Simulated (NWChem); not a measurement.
System: NbClF$_{4}$; SMILES [Nb]([F])([Cl])([F])([F])[F]

Excerpt of the output:

```
             Northwest Computational Chemistry Package (NWChem) 7.3.0
             --------------------------------------------------------

 C4V symmetry detected

                             Geometry "geometry" -> ""
                             -------------------------

 Output coordinates in angstroms (scale by  1.889725989 to convert to a.u.)

  No.       Tag          Charge          X              Y              Z
 ---- ---------------- ---------- -------------- -------------- --------------
    1 Nb                  41.0000     0.00000000     0.00000000    -0.20325756
    2 F                    9.0000     0.00000000     1.77152986    -0.73452656
    3 F                    9.0000     1.77152986     0.00000000    -0.73452656
    4 F                    9.0000    -1.77152986    -0.00000000    -0.73452656
    5 F                    9.0000     0.00000000    -1.77152986    -0.73452656
    6 Cl                  17.0000     0.00000000     0.00000000     2.04567744

 Effective nuclear repulsion energy (a.u.)     777.1916726435

      Symmetry information
      --------------------

 Group name             C4v
 Group number             18
 Group order               8
 No. of unique centers     3

                                 NWChem DFT Module
                                 -----------------

 Summary of "ao basis" -> "ao basis" (spherical)
 ------------------------------------------------------------------------------
       Tag                 Description            Shells   Functions and Types
 ---------------- ------------------------------  ------  ---------------------
 Nb                         def2-svp                11       31   5s3p2d1f
 F                          def2-svp                 6       14   3s2p1d
 Cl                         def2-svp                 8       18   4s3p1d

      Symmetry analysis of basis
      --------------------------

        a1         29
        a2          4
        b1         14
        b2          8
        e          50

            General Information
            -------------------
          SCF calculation type: DFT
          Wavefunction type:  closed shell.
          No. of atoms     :     6
          No. of electrons :    66
           Alpha electrons :    33
            Beta electrons :    33
          Charge           :     0
          Spin multiplicity:     1
          Use of symmetry is: on ; symmetry adaption is: on
          Maximum number of iterations: 150
          AO basis - number of functions:   105
                     number of shells:    43
          Convergence on energy requested:  1.00D-06
          Convergence on density requested:  1.00D-05
          Convergence on gradient requested:  5.00D-04

              XC Information
              --------------
                       M06-2X Method XC Functional
                     Hartree-Fock (Exact) Exchange  0.540
                        M06-2X Exchange Functional  1.000
                      M06-2X Correlation Potential  1.000

             Grid Information
             ----------------
          Grid used for XC integration:  xcoarse
          Radial quadrature: Mura-Knowles
          Angular quadrature: Lebedev.
          Tag              B.-S. Rad. Rad. Pts. Rad. Cut. Ang. Pts.
          ---              ---------- --------- --------- ---------
          Nb                  1.45       84           7.0       194
          F                   0.50       21           8.0       194
          Cl                  1.00       42           8.0       194
          Grid pruning is: on
          Number of quadrature shells:   147
          Spatial weights used:  Erf1

      Superposition of Atomic Density Guess
      -------------------------------------

 Sum of atomic energies:        -921.24530164

      Non-variational initial energy
      ------------------------------

 Total energy =    -912.702134
 1-e energy   =   -2036.519288
 2-e energy   =     747.040524
 HOMO         =      -0.472404
 LUMO         =      -0.000701

      Symmetry analysis of molecular orbitals - initial
      -------------------------------------------------

  Numbering of irreducible representations:

     1 a1          2 a2          3 b1          4 b2          5 e

  Orbital symmetries:

     1 a1          2 a1          3 e           4 e           5 b1
     6 a1          7 a1          8 e           9 e          10 a1
    11 e          12 e          13 a1         14 b1         15 a1
    16 e          17 e          18 a1         19 b2         20 b1
    21 a1         22 e          23 e          24 a1         25 e
    26 e          27 b1         28 e          29 e          30 a2
    31 a1         32 e          33 e          34 a1         35 b2
    36 e          37 e          38 a1         39 e          40 e
    41 a1         42 b1         43 a1

     ---------------------------------------------
      Total Density - Mulliken Population Analysis
     ---------------------------------------------

    Atom       Charge   Shell Charges
 -----------   ------   -------------------------------------------------------
    1 Nb  13     9.79  -0.33  1.61  0.76  0.17  0.04  5.94  0.24  0.08  0.94  0.23  0.11
    2 F    9     9.69   1.99  1.16  0.80  3.58  2.16  0.00
    3 F    9     9.69   1.99  1.16  0.80  3.58  2.16  0.00
    4 F    9     9.69   1.99  1.16  0.80  3.58  2.16  0.00
    5 F    9     9.69   1.99  1.16  0.80  3.58  2.16  0.00
    6 Cl  17    17.47   2.00  1.99  1.23  0.71  5.94  2.20  3.39  0.01

   convergence    iter        energy       DeltaE   RMS-Dens  Diis-err
 ---------------- ----- ----------------- --------- --------- ---------
 d= 0,ls=0.0,diis     1   -915.6704516651 -1.29D+03  3.39D-02  3.47D+00
 d= 0,ls=0.0,diis     2   -913.6758967088  1.99D+00  2.20D-02  2.66D+01
 d= 0,ls=0.0,diis     3   -916.1123145696 -2.44D+00  1.01D-03  5.63D-02
 d= 0,ls=0.0,diis     4   -916.1172524834 -4.94D-03  4.68D-04  2.14D-03
 d= 0,ls=0.0,diis     5   -916.1172840871 -3.16D-05  1.52D-04  2.09D-04
  Resetting Diis
 d= 0,ls=0.0,diis     6   -916.1173134328 -2.93D-05  5.54D-05  2.92D-05
 d= 0,ls=0.0,diis     7   -916.1173186227 -5.19D-06  2.30D-05  2.21D-06
 d= 0,ls=0.0,diis     8   -916.1173188436 -2.21D-07  1.18D-05  2.18D-06
 d= 0,ls=0.0,diis     9   -916.1173191173 -2.74D-07  4.23D-06  2.14D-07

         Total DFT energy =     -916.117319117254
      One electron energy =    -2037.801171924315
           Coulomb energy =      821.482280374871
    Exchange-Corr. energy =      -76.575056752623
 Nuclear repulsion energy =      376.776629184812

 Numeric. integr. density =       66.003792528715

                  Occupations of the irreducible representations
                  ----------------------------------------------

                     irrep           alpha         beta
                     --------     --------     --------
                     a1               11.0         11.0
                     a2                1.0          1.0
                     b1                4.0          4.0
                     b2                1.0          1.0
                     e                16.0         16.0

                       DFT Final Molecular Orbital Analysis
                       ------------------------------------

 Vector   31  Occ=2.000000D+00  E=-5.093233D-01  Symmetry=a1
              MO Center=  8.2D-13, -9.1D-13,  1.6D+00, r^2= 2.2D+00
   Bfn.  Coefficient  Atom+Function         Bfn.  Coefficient  Atom+Function
  ----- ------------  ---------------      ----- ------------  ---------------
   100      0.503371  6 Cl pz                97      0.424765  6 Cl pz
    17     -0.254892  1 Nb d  0              94      0.243802  6 Cl pz
     8      0.213289  1 Nb pz                 2      0.200528  1 Nb s
     4     -0.185110  1 Nb s                 90      0.135280  6 Cl s
    11     -0.122507  1 Nb pz                91      0.108575  6 Cl s

 Vector   32  Occ=2.000000D+00  E=-4.576669D-01  Symmetry=e
              MO Center=  2.0D-15,  1.1D-15,  1.7D+00, r^2= 1.9D+00
   Bfn.  Coefficient  Atom+Function         Bfn.  Coefficient  Atom+Function
  ----- ------------  ---------------      ----- ------------  ---------------
    98      0.586224  6 Cl px                95      0.446741  6 Cl px
    92      0.255681  6 Cl px                99      0.115524  6 Cl py
     6     -0.102560  1 Nb px                49      0.093144  3 F  px
    63      0.093144  4 F  px                51      0.090083  3 F  pz
    65     -0.090083  4 F  pz                18     -0.089431  1 Nb d  1

 Vector   33  Occ=2.000000D+00  E=-4.576669D-01  Symmetry=e
              MO Center= -2.5D-13,  1.2D-12,  1.7D+00, r^2= 1.9D+00
   Bfn.  Coefficient  Atom+Function         Bfn.  Coefficient  Atom+Function
  ----- ------------  ---------------      ----- ------------  ---------------
    99      0.586224  6 Cl py                96      0.446741  6 Cl py
    93      0.255681  6 Cl py                98     -0.115524  6 Cl px
     7     -0.102560  1 Nb py                36      0.093144  2 F  py
    78      0.093144  5 F  py                37      0.090083  2 F  pz
    79     -0.090083  5 F  pz                16      0.089431  1 Nb d -1

 Vector   34  Occ=0.000000D+00  E=-9.355971D-02  Symmetry=e
              MO Center=  9.4D-13,  1.3D-12,  3.5D-02, r^2= 2.0D+00
   Bfn.  Coefficient  Atom+Function         Bfn.  Coefficient  Atom+Function
  ----- ------------  ---------------      ----- ------------  ---------------
    18      0.725810  1 Nb d  1              16     -0.513169  1 Nb d -1
     9     -0.213065  1 Nb px                98      0.207007  6 Cl px
     6      0.160217  1 Nb px                10     -0.150644  1 Nb py
    99      0.146360  6 Cl py                49     -0.139294  3 F  px
    63     -0.139294  4 F  px                95      0.126668  6 Cl px

 Vector   35  Occ=0.000000D+00  E=-9.355971D-02  Symmetry=e
              MO Center=  3.2D-13, -4.6D-13,  3.5D-02, r^2= 2.0D+00
   Bfn.  Coefficient  Atom+Function         Bfn.  Coefficient  Atom+Function
  ----- ------------  ---------------      ----- ------------  ---------------
    16      0.725810  1 Nb d -1              18      0.513169  1 Nb d  1
    10      0.213065  1 Nb py                99     -0.207007  6 Cl py
     7     -0.160217  1 Nb py                 9     -0.150644  1 Nb px
    98      0.146360  6 Cl px                36      0.139294  2 F  py
    78      0.139294  5 F  py                96     -0.126668  6 Cl py

 Vector   36  Occ=0.000000D+00  E=-8.840725D-02  Symmetry=b2
              MO Center= -9.6D-13, -1.3D-12, -2.6D-01, r^2= 1.5D+00
   Bfn.  Coefficient  Atom+Function         Bfn.  Coefficient  Atom+Function
  ----- ------------  ---------------      ----- ------------  ---------------
    15      0.960883  1 Nb d -2              35      0.164233  2 F  px
    50      0.164233  3 F  py                64     -0.164233  4 F  py
    77     -0.164233  5 F  px                38     -0.150368  2 F  px
    53     -0.150368  3 F  py                67      0.150368  4 F  py
    80      0.150368  5 F  px                20      0.077936  1 Nb d -2

     ---------------------------------------------
      Total Density - Mulliken Population Analysis
     ---------------------------------------------

    Atom       Charge   Shell Charges
 -----------   ------   -------------------------------------------------------
    1 Nb  13    11.51  -0.34  1.70  0.72  0.17 -0.01  6.03  0.41  0.11  2.11  0.42  0.19
    2 F    9     9.34   1.99  1.11  0.84  3.30  2.09  0.00
    3 F    9     9.34   1.99  1.11  0.84  3.30  2.09  0.00
    4 F    9     9.34   1.99  1.11  0.84  3.30  2.09  0.00
    5 F    9     9.34   1.99  1.11  0.84  3.30  2.09  0.00
    6 Cl  17    17.13   2.00  1.99  1.26  0.69  5.94  2.13  3.11  0.02

     -------------------------------------------
      Total Density - Lowdin Population Analysis
     -------------------------------------------

    Atom       Charge   Shell Charges
 -----------   ------   -------------------------------------------------------
    1 Nb  13    12.69   0.00  1.04  0.88  0.30  0.11  5.59  0.97  0.31  1.96  1.20  0.32
    2 F    9     9.14   1.98  1.02  0.76  3.19  2.19  0.01
    3 F    9     9.14   1.98  1.02  0.76  3.19  2.19  0.01
    4 F    9     9.14   1.98  1.02  0.76  3.19  2.19  0.01
    5 F    9     9.14   1.98  1.02  0.76  3.19  2.19  0.01
    6 Cl  17    16.75   2.00  1.96  1.01  0.72  5.83  2.24  2.97  0.02

     Multipole analysis of the density
     ---------------------------------

     L   x y z        total         alpha         beta         nuclear
     -   - - -        -----         -----         ----         -------
     0   0 0 0      0.000000    -33.000000    -33.000000     66.000000

     1   1 0 0      0.000000      0.000000      0.000000      0.000000
     1   0 1 0      0.000000      0.000000      0.000000      0.000000
     1   0 0 1      0.575703     -5.089564     -5.089564     10.754831

     2   2 0 0    -44.409370   -123.068905   -123.068905    201.728439
     2   1 1 0      0.000000      0.000000      0.000000      0.000000
     2   1 0 1     -0.000000     -0.000000     -0.000000     -0.000000
     2   0 2 0    -44.409370   -123.068905   -123.068905    201.728439
     2   0 1 1     -0.000000      0.000000      0.000000     -0.000000
     2   0 0 2    -39.387189   -182.358549   -182.358549    325.329908

            General Information
            -------------------
          SCF calculation type: DFT
          Wavefunction type:  closed shell.
          No. of atoms     :     6
          No. of electrons :    66
           Alpha electrons :    33
            Beta electrons :    33
          Charge           :     0
          Spin multiplicity:     1
          Use of symmetry is: on ; symmetry adaption is: on
          Maximum number of iterations: 150
          AO basis - number of functions:   105
                     number of shells:    43
          Convergence on energy requested:  1.00D-06
          Convergence on density requested:  1.00D-05
          Convergence on gradient requested:  5.00D-04

              XC Information
              --------------
                       M06-2X Method XC Functional
                     Hartree-Fock (Exact) Exchange  0.540
                        M06-2X Exchange Functional  1.000
                      M06-2X Correlation Potential  1.000

             Grid Information
             ----------------
          Grid used for XC integration:  xcoarse
          Radial quadrature: Mura-Knowles
          Angular quadrature: Lebedev.
          Tag              B.-S. Rad. Rad. Pts. Rad. Cut. Ang. Pts.
          ---              ---------- --------- --------- ---------
          Nb                  1.45       84           7.0       194
          F                   0.50       21           8.0       194
          Cl                  1.00       42           8.0       194
          Grid pruning is: on
          Number of quadrature shells:   147
          Spatial weights used:  Erf1

[...]

                         DFT ENERGY GRADIENTS

    atom               coordinates                        gradient
                 x          y          z           x          y          z
   1 Nb      0.000000   0.000000  -0.384101    0.000000   0.000000  -0.001136
   2 F       0.000000   3.347706  -1.388054    0.000000  -0.001024   0.000003
   3 F       3.347706   0.000000  -1.388054   -0.001024   0.000000   0.000003
   4 F      -3.347706  -0.000000  -1.388054    0.001024   0.000000   0.000003
   5 F       0.000000  -3.347706  -1.388054    0.000000   0.001024   0.000003
   6 Cl      0.000000   0.000000   3.865770    0.000000   0.000000   0.001123
```

Level: M06-2X/def2-SVP with def2 effective core potentials on Nb. The geometry was optimised at PBE0/def2-SVP. Not confirmed as a minimum by frequencies. def2 effective core potentials on Nb; no spin-orbit coupling.

**Question.** Write an input that gives this output.

**Answer.** One answer among several that fit: the input that was run:
```
start job
memory heap 200 mb stack 900 mb global 1100 mb
geometry units angstroms noautoz
  Nb     0.000000     0.000000    -0.138364
  F      0.672395     1.638964    -0.669633
  F      1.638964    -0.672395    -0.669633
  F     -1.638964     0.672395    -0.669633
  F     -0.672395    -1.638964    -0.669633
  Cl     0.000000     0.000000     2.110571
end
basis spherical
  * library def2-svp
end
ecp
  Nb library def2-ecp
end
dft
  xc m06-2x
  grid xcoarse
  iterations 150
  mulliken
end
task dft gradient
```
